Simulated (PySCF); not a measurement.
## Telling isomers of C$_{6}$H$_{6}$F$_{2}$ apart by NMR

[PySCF: J: B3LYP/pcJ-1 (spin–dipole term left out of most H,H and C,H couplings); PBE0-D3(BJ)/def2-SVP geometry; shieldings: GIAO PBE0/pcSseg-1; relativity neglected; fast rotation and ring inversion assumed for equivalent nuclei; single conformer; in vacuum]

δ = σ(ref) − σ, references computed at the same level: TMS for ¹H and ¹³C. Multiplet labels drop J under 1 Hz and among equivalent protons, and merge close values. Unscaled 3J(H,H) run several per cent high. One-bond C–F couplings are unscaled and too large by tens of Hz. Shifts are as computed. Against solution values, carbons near 30 ppm lie about +2 ppm off and those near 130 ppm about +5 ppm. Of 1211 compounds with measured shifts, 218 miss one by over three times the rms of a fit or turn the order of signals round; such compounds aren't used in these exercises.

(1) Tabulate the signals of `C=C(F)/C=C/C=C/F`, `C=C(F)/C=C/C=C\F`, `FC1=CC[C@H](F)C=C1`, `C=C/C=C\C=C(F)F`, `C=C/C(F)=C(/F)C=C`, `FC1=CCC=C[C@@H]1F` and their relative energies.

(2) What is the quickest way to tell C=C(F)/C=C/C=C\F from C=C/C(F)=C(/F)C=C?

(3) What is the quickest way to tell FC1=CC[C@H](F)C=C1 from C=C/C(F)=C(/F)C=C?

(4) What is the quickest way to tell C=C(F)/C=C/C=C/F from C=C/C(F)=C(/F)C=C?

Answers

(1) 
| SMILES | carbon types | δC | δH | E rel. (kcal/mol) |
| --- | --- | --- | --- | --- |
| C=C(F)/C=C/C=C/F | 1×C 4×CH 1×CH2 | 170.7, 164.8, 131.1, 129.3, 119.1, 99.1 | 7.04 (m, 1H), 6.45 (m, 1H), 6.14 (m, 1H), 5.85 (m, 1H), 4.93 (ddd, 1H), 4.55 (dd, 1H) | 16.3 |
| C=C(F)/C=C/C=C\F | 1×C 4×CH 1×CH2 | 171.1, 159.4, 129.0, 128.6, 117.0, 100.0 | 7.07 (m, 1H), 6.65 (ddt, 1H), 5.76 (m, 1H), 5.38 (m, 1H), 4.98 (ddd, 1H), 4.58 (dd, 1H) | 15.9 |
| FC1=CC[C@H](F)C=C1 | 1×C 4×CH 1×CH2 | 164.6, 135.2, 132.7, 107.5, 80.3, 32.0 | 6.41 (m, 1H), 6.28 (m, 1H), 5.51 (m, 1H), 4.61 (m, 1H), 2.85 (m, 1H), 2.43 (m, 1H) | 0.0 |
| C=C/C=C\C=C(F)F | 1×C 4×CH 1×CH2 | 166.6, 139.0, 135.2, 126.1, 126.0, 83.2 | 6.73 (m, 1H), 6.03 (m, 1H), 6.02 (m, 1H), 5.48 (dq, 1H), 5.45 (dq, 1H), 5.34 (m, 1H) | 15.6 |
| C=C/C(F)=C(/F)C=C | 2×C 2×CH 2×CH2 | 152.6, 129.9, 122.9 | 6.40 (m, 2H), 5.92 (m, 2H), 5.54 (m, 2H) | 21.9 |
| FC1=CCC=C[C@@H]1F | 1×C 4×CH 1×CH2 | 164.6, 138.3, 132.5, 110.5, 80.4, 30.3 | 6.20 (m, 1H), 6.17 (m, 1H), 5.60 (m, 1H), 5.38 (m, 1H), 3.02 (m, 1H), 2.83 (m, 1H) | 1.3 |

Energies are electronic energies at PBE0/pcSseg-1 on these geometries, without zero-point or thermal terms, each for the one conformer computed, which needn't be the lowest.

(2) Count the carbon signals: 6 against 3. The first has an alkene CH at 159.4 ppm, the second a terminal =CH2 carbon at 122.9 ppm. Their most deshielded carbons lie at 171.1 and 152.6 ppm. In the proton spectra the most deshielded non-exchanging signals are 7.07 (m, 1H) and 6.40 (m, 2H).

(3) Count the carbon signals: 6 against 3. The first has an allylic sp3 CH2 at 32.0 ppm, the second a terminal =CH2 carbon at 122.9 ppm. Their most deshielded carbons lie at 164.6 and 152.6 ppm.

(4) Count the carbon signals: 6 against 3. The first has an alkene CH at 164.8 ppm, the second a terminal =CH2 carbon at 122.9 ppm. Their most deshielded carbons lie at 170.7 and 152.6 ppm. In the proton spectra the most deshielded non-exchanging signals are 7.04 (m, 1H) and 6.40 (m, 2H).
